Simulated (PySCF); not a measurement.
SMILES [CH3][AlH2-][CH2]Cl, [C2H7AlCl]-, charge -1

Geometry (Å), atoms numbered from 1 in this order:
```xyz
11

C    -1.6453    0.2016    0.4829
Al   -0.0780   -0.7451   -0.3910
C     1.5278    0.4843   -0.0906
Cl    3.1059   -0.1499   -0.7613
H    -1.8341    1.1969    0.0373
H    -1.4866    0.3609    1.5663
H    -2.5854   -0.3725    0.3819
H     0.2050   -2.1927    0.3338
H    -0.3318   -0.9212   -2.0055
H     1.7287    0.6654    0.9794
H     1.4008    1.4754   -0.5593
```

Total charge -1.

Level of theory: GIAO B3LYP/aug-cc-pVDZ magnetisability, rotational g tensor and spin-rotation constants, non-relativistic, gas phase (PySCF). Geometry: PBE0-D3(BJ)/def2-SVP.

For an ion the centre-of-mass motion in the field is neglected.

(1) What are the magnetisability and the molar susceptibility?

(2) Split it along the inertial axes a, b, c into diamagnetic and paramagnetic parts about the centre of mass, with the quadrupole moment.

(3) And the rotational g tensor?

Results:

(1) Isotropic -1159 × 10⁻³⁰ J/T², or -69.8 × 10⁻⁶ cm³/mol; principal values -1264, -1112, -1100 × 10⁻³⁰ J/T², anisotropy 159 × 10⁻³⁰ J/T² (root of half the summed squared differences of the principal values). The susceptibility is in cgs units.

(2) 
```tsv
axis	χ (10⁻⁶ cm³/mol)	diamagnetic (10⁻⁶ cm³/mol)	paramagnetic (10⁻⁶ cm³/mol)	summed x² of all electrons (Å²)	quadrupole Θ (D Å)
a	-74.4	-210.5	136.2	185.9	-14.81
b	-68.0	-862.9	795.0	32.1	+6.12
c	-67.0	-924.6	857.6	17.5	+8.69
```
Anisotropies 2χaa − χbb − χcc = -13.8 and 2χbb − χaa − χcc = +5.4 × 10⁻⁶ cm³/mol. Θ is traceless in Buckingham's convention.

(3) 
| axis | rotational constant (GHz) | g | nuclear part | electronic part |
| --- | --- | --- | --- | --- |
| a | 13.2986 | -0.1125 | 0.7381 | -0.8506 |
| b | 1.5660 | -0.0270 | 0.5578 | -0.5849 |
| c | 1.4567 | -0.0269 | 0.5601 | -0.5869 |

Asymmetric top; isotopes 27Al, 12C, 35Cl, 1H; no vibrational averaging.
